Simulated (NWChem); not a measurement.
Molecule: C2H5FSi2; SMILES [SiH2]1[Si@@H](F)C=C1

```xyz
10

F      0.3882    -2.1465     0.5451
Si     0.0068    -0.8771    -0.4075
C     -1.4922     0.1239     0.1017
C     -0.9993     1.3822     0.2335
Si     0.8812     1.2428     0.0313
H     -0.0423    -1.4289    -1.7939
H     -2.5559    -0.1233     0.2161
H     -1.6364     2.2549     0.4330
H      1.5042     2.0951    -1.0294
H      1.6371     1.4440     1.3055
```
Atoms are numbered in this order, from 1.

All runs: NWChem. Pople sets run with spherical d functions. Geometry: optimised at PBE0/def2-SVP. Isolated, static molecule.

GIAO at B3LYP/6-31G*: principal shieldings of Si2 are 329.9, 395.1, 423.0 ppm; an isolated tetramethylsilane molecule has σ = 415.4 ppm at the same levels.

Q: Find the isotropic 29Si shift, its principal values, the span and the skew.

A: 
1. σ(iso) = one third of the sum = 382.7 ppm.
2. δ = σ(reference) − σ = 32.7 ppm against tetramethylsilane.
3. δ11, δ22, δ33 = 85.5, 20.3, -7.6 ppm.
4. Span Ω = δ11 − δ33 = 93.1 ppm; skew κ = 3(δ22 − δ(iso))/Ω = -0.40.
